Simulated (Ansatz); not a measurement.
`[OH][W]([OH])([F])([F])([Cl])[Cl]`. Charge 0, multiplicity 1. W: def2 effective core potential. All single points use the PBE0-D4/def2-TZVP geometry. It is one conformer, not always the lowest.

```xyz
9

O     1.581    0.552    0.213
W    -0.068   -0.213   -0.073
O    -1.004    1.290    0.420
F     0.757   -1.799   -0.597
F    -1.664   -1.114   -0.404
Cl   -0.142   -1.074    2.075
Cl   -0.072    0.408   -2.303
H     2.513    0.332    0.154
H    -1.900    1.618    0.515
```

(1) What is the dipole moment at ωB97M-V/def2-TZVPP? (Estimate.)

(2) And with PBE, r2SCAN, B3LYP? (An estimate is asked.)

(3) Give the Mulliken charges with ωB97M-V, r2SCAN, B3LYP in def2-TZVPP. (Best estimate.)

Results:

(1) The calculation gave: 3.16 D, with components (0.87, 2.87, 0.98) D in this frame, pointing from negative to positive charge.

(2) Computed: PBE 2.99 D, r2SCAN 3.07 D, B3LYP 3.13 D.

(3) Ansatz gave: 
```csv
atom,ωB97M-V,r2SCAN,B3LYP
O1,-0.28,-0.31,-0.29
W2,1.07,1.17,1.15
O3,-0.28,-0.31,-0.29
F4,-0.25,-0.26,-0.27
F5,-0.25,-0.26,-0.27
Cl6,-0.23,-0.25,-0.24
Cl7,-0.23,-0.25,-0.24
H8,0.22,0.23,0.22
H9,0.22,0.23,0.22
```

B3LYP here is the variant with VWN-RPA as its local correlation; programs differ in this.
